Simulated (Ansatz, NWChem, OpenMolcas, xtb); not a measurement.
## Ligand exchange: BBrF2 + CH2F2O → B(OH)F2 + CHBrF2

Gas-phase species: BBrF2 `FB(F)Br`, singlet; CH2F2O `OC(F)F`, singlet; B(OH)F2 (difluorohydroxyborane), singlet; CHBrF2 (bromodifluoromethane) `FC(F)Br`, singlet. The partners trade Br for OH: B–Br and C–OH bonds give way to B–OH and C–Br.

Shapes, held fixed at every level: PBE0-D4/def2-TZVP. Flexible molecules stand in one conformer, not always the lowest. Programs: Ansatz 0.2.0, NWChem 7.3.0, OpenMolcas 26.06, xtb 6.7.1. A level may come from different programs for different species; with the same settings they agree closely. The zero-point and thermal change to 298 K, harmonic and unscaled (PBE0-D4/def2-TZVP), is -0.6 kJ/mol.

```json
{"level": "GFN0-xTB", "kind": "semi-empirical", "ΔH(298 K) (kJ/mol)": "+23.4", "less CCSD(T)/def2-TZVPP": "+44.7"}
{"level": "r2SCAN-D4/def2-TZVPP", "kind": "meta-GGA", "ΔH(298 K) (kJ/mol)": "-23.5", "less CCSD(T)/def2-TZVPP": "-2.2"}
{"level": "B3LYP/6-31G* (Cartesian functions)", "kind": "global hybrid", "ΔH(298 K) (kJ/mol)": "-20.9", "less CCSD(T)/def2-TZVPP": "+0.4"}
{"level": "BHLYP-D4/def2-TZVPP", "kind": "global hybrid", "ΔH(298 K) (kJ/mol)": "-23.6", "less CCSD(T)/def2-TZVPP": "-2.3"}
{"level": "r2SCAN0-D4/def2-TZVPP", "kind": "global hybrid", "ΔH(298 K) (kJ/mol)": "-20.9", "less CCSD(T)/def2-TZVPP": "+0.4"}
{"level": "wB97M-V/def2-TZVPP", "kind": "range-separated hybrid", "ΔH(298 K) (kJ/mol)": "-21.7", "less CCSD(T)/def2-TZVPP": "-0.4"}
{"level": "MP2/def2-TZVPP", "kind": "perturbation theory", "ΔH(298 K) (kJ/mol)": "-21.6", "less CCSD(T)/def2-TZVPP": "-0.3"}
{"level": "CCSD/def2-TZVPP", "kind": "coupled cluster or CI", "ΔH(298 K) (kJ/mol)": "-21.1", "less CCSD(T)/def2-TZVPP": "+0.2"}
{"level": "CCSD(T)/def2-TZVPP", "kind": "coupled cluster or CI", "ΔH(298 K) (kJ/mol)": "-21.3", "less CCSD(T)/def2-TZVPP": "0.0"}
```

The highest level, CCSD(T)/def2-TZVPP, gives ΔH(298 K) = -21.3 kJ/mol; the levels span -23.6 to +23.4. They disagree on the sign: 1 of 9 are positive. The column of differences is taken from that level and isn't an error. No measured value is set beside it here. Relativity is left out for Br. Outer-core shells of Br are correlated, in sets that cover them unevenly.
